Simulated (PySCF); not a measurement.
**ORD: `CC1=CC[C@@H](C)[Si@@H]1O`, C6H12OSi**

Molfile (atoms numbered from 1):
```
C6H12OSi
     RDKit          3D

 20 20  0  0  0  0  0  0  0  0999 V2000
    2.8679   -0.2011   -0.1235 C   0  0  0  0  0  0  0  0  0  0  0  0
    1.3843   -0.2173   -0.2965 C   0  0  0  0  0  0  0  0  0  0  0  0
    0.7477   -0.9328   -1.2213 C   0  0  0  0  0  0  0  0  0  0  0  0
   -0.7498   -0.9009   -1.2616 C   0  0  0  0  0  0  0  0  0  0  0  0
   -1.2799    0.2665   -0.4109 C   0  0  1  0  0  0  0  0  0  0  0  0
   -2.6012   -0.0778    0.2643 C   0  0  0  0  0  0  0  0  0  0  0  0
    0.1523    0.7281    0.7713 Si  0  0  2  0  0  4  0  0  0  0  0  0
    0.4160    2.3250    0.9867 O   0  0  0  0  0  0  0  0  0  0  0  0
    3.3650   -0.8057   -0.8804 H   0  0  0  0  0  0  0  0  0  0  0  0
    3.2446    0.8195   -0.1834 H   0  0  0  0  0  0  0  0  0  0  0  0
    3.1291   -0.5861    0.8613 H   0  0  0  0  0  0  0  0  0  0  0  0
    1.2575   -1.5642   -1.9389 H   0  0  0  0  0  0  0  0  0  0  0  0
   -1.1235   -1.8464   -0.8550 H   0  0  0  0  0  0  0  0  0  0  0  0
   -1.1048   -0.8411   -2.2944 H   0  0  0  0  0  0  0  0  0  0  0  0
   -1.4670    1.1114   -1.0839 H   0  0  0  0  0  0  0  0  0  0  0  0
   -3.3584   -0.3507   -0.4707 H   0  0  0  0  0  0  0  0  0  0  0  0
   -2.9695    0.7726    0.8343 H   0  0  0  0  0  0  0  0  0  0  0  0
   -2.4738   -0.9133    0.9493 H   0  0  0  0  0  0  0  0  0  0  0  0
    0.0126    0.3101    2.1598 H   0  0  0  0  0  0  0  0  0  0  0  0
    0.5459    2.9148    0.2485 H   0  0  0  0  0  0  0  0  0  0  0  0
  1  2  1  0
  2  3  2  0
  3  4  1  0
  4  5  1  0
  5  6  1  0
  5  7  1  0
  7  8  1  0
  7  2  1  0
  1  9  1  0
  1 10  1  0
  1 11  1  0
  3 12  1  0
  4 13  1  0
  4 14  1  0
  5 15  1  6
  6 16  1  0
  6 17  1  0
  6 18  1  0
  7 19  1  1
  8 20  1  0
M  END
```

Method used: PySCF 2.14.0, TDDFT B3LYP/def2-SVPD circular dichroism and optical rotation, one conformer, gas phase. Geometry: GFN2-xTB.

The molecule is flexible and this is one conformer; a measurement averages over conformers. States above about 6.9 eV (minus the energy of the highest occupied orbital) lie near or above the ionisation threshold and depend on the basis.

Stereocentres: C5 R, Si7 S.

Task: What is the specific rotation at 633, 589.3, 546, 436, 405, 365, 355 nm?

Result: [α] in deg dm⁻¹ (g/mL)⁻¹:
```csv
λ (nm),origin-invariant length gauge,modified velocity gauge,length gauge (centre of mass),isotropic polarisability (au)
633,-15.4,-8.8,-15.3,100.5
589.3,-18.4,-10.7,-18.2,100.9
546,-22.3,-13.2,-22.2,101.4
436,-42.2,-26.4,-42.1,103.5
405,-53.7,-34.5,-53.5,104.5
365,-78.3,-52.6,-78.2,106.3
355,-87.5,-59.6,-87.4,106.9
```

Task: And for the mirror image at 589.3 nm?

Result: +18.4 deg dm⁻¹ (g/mL)⁻¹ (origin-invariant length gauge): the same size and the opposite sign.

Task: What is the molar rotation [Φ] = [α]·M/100 of the geometry above at 589.3 nm?

Result: With M = 128.25 g/mol, -23.5 deg cm² dmol⁻¹ (origin-invariant length gauge).

The first excitation lies at 5.73 eV (216 nm) with R = -2.0 × 10⁻⁴⁰ esu² cm² (velocity form).
